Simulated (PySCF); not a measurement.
A species of formula C4H8Ge has this rotational fingerprint, computed with PBE0-D3(BJ)/def2-SVP geometry optimisation, gas phase in PySCF:

| Item | Value |
| --- | --- |
| Rotational constants | A = 10834, B = 1073, C = 1001 MHz |
| Dipole components | \|μa\| = 0.39 D, \|μb\| = 0.17 D, \|μc\| = 0.00 D |
| Inertial defect | -12.72 u·Å² |
| κ | -0.99 |

Task: Which candidate fits, each taken in the one conformer that was computed?
A. `[CH2:1]=[CH:2][C:3](=[CH2:4])[GeH3:5]` with C1–C2–C3–C4 -179°
B. `CC#C[CH2][GeH3]`
C. `[CH2:1]=[C:2]1[CH2:3][GeH2:4][CH2:5]1` with C1–C2–C3–Ge4 -143°, C2–C3–Ge4–C5 -19°, C3–Ge4–C5–C2 19°, C1–C2–C5–Ge4 143°

Result: B. It is CC#C[CH2][GeH3], a near-prolate asymmetric top. The candidates at the same level (rigid rotor, commonest isotopes):

```tsv
SMILES	A (MHz)	B (MHz)	C (MHz)	μa (D)	μb (D)	μc (D)	Δ (u·Å²)	point group	rotor
C=C1[CH2][GeH2][CH2]1	7863	2209	1919	0.48	0.00	0.24	-29.72	Cs	near-prolate asymmetric top
CC#C[CH2][GeH3]	10834	1073	1001	0.39	0.17	0.00	-12.72	near Cs	near-prolate asymmetric top
C=C[C](=C)[GeH3]	4527	2328	1567	0.48	0.27	0.00	-6.28	Cs	asymmetric top
```

`C=C1[CH2][GeH2][CH2]1` has B 106 % too high; `C=C[C](=C)[GeH3]` has B 117 % too high. No structure here is proved a minimum.
